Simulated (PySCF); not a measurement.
**Fractional electron number in Fe²⁺ (iron, charge +2)**

The 3d beta orbital of [Ar] 3d6 is emptied in steps (occupation f), with all orbitals relaxed, ending at [Ar] 3d5. All numbers are calculated (PySCF 2.14, scalar relativity by spin-free X2C-1e, in aug-cc-pVTZ-DK (8s7p5d3f2g, 93 functions)). The exact energy is a straight line in f; departures are measured from the line between the end points of the same method.

| f | B3LYP (eV) |
| --- | --- |
| 1 | 0.000 |
| 0.9 | -0.521 |
| 0.7 | -1.226 |
| 0.5 | -1.471 |
| 0.3 | -1.245 |
| 0.1 | -0.538 |
| 0 | 0.000 |

```json
{"method": "B3LYP", "E(f=0) − E(f=1) (eV)": "31.371", "−ε at f=1 (eV)": "25.607", "−ε at f=0.5 (eV)": "31.314"}
```

Orbital energy along the path (eV):

| f | B3LYP |
| --- | --- |
| 1 | -25.607 |
| 0.9 | -26.717 |
| 0.7 | -28.986 |
| 0.5 | -31.314 |
| 0.3 | -33.696 |
| 0.1 | -36.131 |
| 0 | -37.368 |

Reference removal energy between the ground levels: 30.651 ± 0.012 eV (measured; NIST Atomic Spectra Database, ionization energies). The calculation has no spin-orbit coupling. The determinant left behind need not be the lowest term of the ion.
